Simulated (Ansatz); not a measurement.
Ge2Te, relaxed as a triplet with UKS PBE0-D4/def2-TZVP in Ansatz, starting from the PBE0-D4/def2-TZVP geometry of the neutral singlet. Force threshold 0.02 eV/Å.

In the def2 sets Te takes a core potential; there is no spin–orbit coupling. The relaxation made no stability test and no search for a lower SCF solution. At PBE0-D4/def2-TZVP a singlet of charge 0 lies 0.73 eV below the triplet, each at its own geometry. The structure comes from a short search, and lower isomers may exist.

Start:

Cartesian coordinates in Å:
```
Ge -1.191 -0.737 -0.455
Ge 0.319 1.312 -0.585
Te 0.871 -0.576 1.041
```

Estimate the energy that the relaxation releases and the steps that it takes.

0.09 eV, in 3 steps; 8 s on 4 threads of Intel Xeon Platinum 8488C on a shared host. No frequencies were taken in this run, so the end may be a saddle point.

Does the start keep its bonding and symmetry?

By distances, no bond broke or formed. The bond that changes most is Ge1–Ge2, from 2.55 to 2.43 Å (atoms count from 1). Point group C2v at the start, C2v at the end, both within 0.05 Å.

Predict the relaxed structure.


```xyz
3

Ge   -1.178   -0.674   -0.485
Ge    0.262    1.280   -0.610
Te    0.917   -0.606    1.095
```
Bond lengths: 2 × Ge–Te 2.62 Å; 1 × Ge–Ge 2.43 Å.
